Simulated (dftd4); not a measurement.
HClO, charge +1, doublet, at a GFN2-xTB geometry (a state made from the parent by changing its charge; the spin is typed, not shown lowest); D4 for r2scan run with dftd4.

dftd4 was given this input:
```
$ dftd4 mol.xyz --func r2scan --charge 1 --json dftd4.json --noedisp --grad

# file mol.xyz
3

O     -0.04383216     1.02148558     0.01469068
H     -0.96672120     1.40203158     0.00503415
Cl     0.07749285    -0.56317154    -0.00720939
```

Output, abridged:

```
                    ____  _____ _____     ____  _  _
      -------------|  _ \|  ___|_   _|---|  _ \| || |------------
     |             | | | | |_    | | ___ | | | | || |_           |
     |             | |_| |  _|   | ||___|| |_| |__   _|          |
     |             |____/|_|     |_|     |____/   |_|            |
     |             ===================================           |
     |            E. Caldeweyher, S. Ehlert & S. Grimme          |
     |          Mulliken Center for Theoretical Chemistry        |
     |                    University of Bonn                     |
      -----------------------------------------------------------

Rational (Becke-Johnson) damping: r2scan-D4-ATM
---------------------
  s6         1.0000
  s8         0.6019
  s9         1.0000
  a1         0.5156
  a2         5.7734
 alp        16.0000
--------------------

Dispersion energy:      -1.3928879065823E-04 Eh

Gradient norm:           2.7857295294865E-06 Eh/a0
--------------------------------------------------
     #    Z           dE/dx      dE/dy      dE/dz
--------------------------------------------------
     1    8 O     1.720E-06  5.369E-07  3.681E-08
     2    1 H    -1.722E-06  5.684E-07 -2.016E-08
     3   17 Cl    2.085E-09 -1.105E-06 -1.665E-08
--------------------------------------------------

Virial:
--------------------------------------------------
      component           x          y          z
--------------------------------------------------
          x       3.004E-06 -1.245E-06  3.134E-08
          y      -1.245E-06  3.719E-06  3.537E-08
          z       3.134E-08  3.537E-08  1.057E-09
--------------------------------------------------

[Info] Dispersion results written to 'dftd4.txt'
[Info] JSON dump of results written to 'dftd4.json'
```
